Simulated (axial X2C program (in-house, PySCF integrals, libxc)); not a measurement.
**Testing model relations on KN⁺**

A bond curve at the CCSD(T) level, two-component, was computed with an in-house relativistic program for diatomic molecules (basis K dyall-cv3z [11s12p6d3f], N dyall-av3z [7s7p3d2f] (cores contracted in-house)) for the state Ω = 3/2 (⟨Sz⟩ = 1.50, ⟨Lz⟩ = 0.00 at HF). Its fit gives Re = 3.1093 Å, ωe = 94.5 cm⁻¹, ωexe = 4.24 cm⁻¹ and αe = 7.400e-03 cm⁻¹; the masses are 38.9637 and 14.0031 u. Two-component means X2C with spin–orbit coupling and atomic mean-field Coulomb and Gaunt terms.

Correlated methods: 13 electrons correlated (number of frozen shells: K 2 s, 1 p; N 1 s), 239 virtual spin orbitals or spinors in MP2, 89 natural virtuals in coupled cluster.

(1) Find the reduced mass, Be and the force constant.

(2) A Morse curve ties αe to the other constants (Pekeris). How well does that hold?

(3) Estimate the centrifugal constant by the Kratzer relation.

(4) Where do the fundamental and the first overtone lie?

The state is a single determinant with fixed occupations, the lowest that a limited PBE0 search found. CCSD and (T) use frozen natural virtuals with an MP2 correction for the truncation; (T) itself is uncorrected, so its De runs slightly low. With several unpaired electrons one determinant need not be a pure state. This is the top spin component of a Σ state; components of lower Ω are not single determinants and can lie lower. The bond is weak, and without diffuse functions and with truncated virtuals even CCSD(T) can be tens of per cent off in De.

Answers

(1) From the CCSD(T) values: μ = 10.3010 u. Be = 16.8576/(μ Re²) = 0.1693 cm⁻¹. k = 5.8918×10⁻⁷ μ ωe² = 0.0542 mdyn/Å.

(2) αe(Morse) = 6Be²/ωe × (√(ωexe/Be) − 1) = 7.286e-03 cm⁻¹; the CCSD(T) curve gives 7.400e-03 cm⁻¹, a ratio of 0.98.

(3) D = 4Be³/ωe² = 2.17e-06 cm⁻¹.

(4) ν(1←0) = ωe − 2ωexe = 86.0 cm⁻¹; ν(2←0) = 2ωe − 6ωexe = 163.6 cm⁻¹.
